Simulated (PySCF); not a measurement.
## Excitation energy of B by level of theory

B [He] 2s2 2p1 (2P) → B [He] 2s1 2p2, s spin flipped, as a difference of total energies. Calculation: PySCF 2.14, in def2-QZVPPD (8s4p4d2f1g, 63 functions); the non-relativistic Hamiltonian (point nucleus). Correlated levels: valence: 1s2 frozen. The calculations carry no spin-orbit coupling.

| method | excitation energy (eV) |
| --- | --- |
| UHF | 7.223 |
| MP2 (valence) | 6.631 |
| SCS-MP2 (valence) | 6.606 |

Question: How much does correlation contribute at MP2 (valence)?

Answer: 6.631 − (7.223) = -0.592 eV, measured against UHF.

The upper determinant mixes two multiplicities, so it lies between the two terms.

The coupled-cluster amplitudes are large for the upper state (T1 above 0.03 or a double amplitude above 0.15), so a single reference is strained.
